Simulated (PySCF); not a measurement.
CH4F2O2Si. Atoms are numbered in the order given.

```xyz
10

C     -2.1314    -0.8470     0.3185
O     -1.2641     0.2300     0.0586
Si     0.3489     0.1700    -0.0515
O      0.9505    -0.7506     1.1536
F      0.8964     1.6726     0.0010
F      0.8454    -0.4185    -1.4637
H     -1.7392    -1.5015     1.1143
H     -2.2952    -1.4514    -0.5893
H     -3.1000    -0.4414     0.6433
H      1.8703    -1.0260     1.1098
```
Charge 0, spin multiplicity 1.

Geometry optimised at PBE0-D3(BJ)/def2-SVP. This is a generated structure with no PubChem entry under its InChIKey; it may be hypothetical. Other conformers were not sampled.

Method: PBE0/pcSseg-1 (PySCF).

GIAO shieldings, no solvent; atoms listed in one row are averaged. δ = σ(ref) − σ: ¹³C against TMS (σ = 186.3 ppm); ¹⁷O against H2O (σ = 334.2 ppm); ²⁹Si against TMS (σ = 352.7 ppm); ¹⁹F against CFCl3 (σ = 167.2 ppm); ¹H against TMS (σ = 31.56 ppm), references at their B3LYP-D3(BJ)/def2-TZVP geometries, non-relativistic.

Computed chemical shifts:
| nucleus | atoms | count | δ (ppm) |
|---|---|---|---|
| ¹³C | C1 | 1 | 55.3 |
| ¹⁷O | O4 | 1 | 36.6 |
| ¹⁷O | O2 | 1 | 16.0 |
| ²⁹Si | Si3 | 1 | -85.8 |
| ¹⁹F | F6 | 1 | -163.6 |
| ¹⁹F | F5 | 1 | -167.1 |
| ¹H | H7, H8, H9 | 3 | 4.10 |
| ¹H | H10 | 1 | 2.29 |
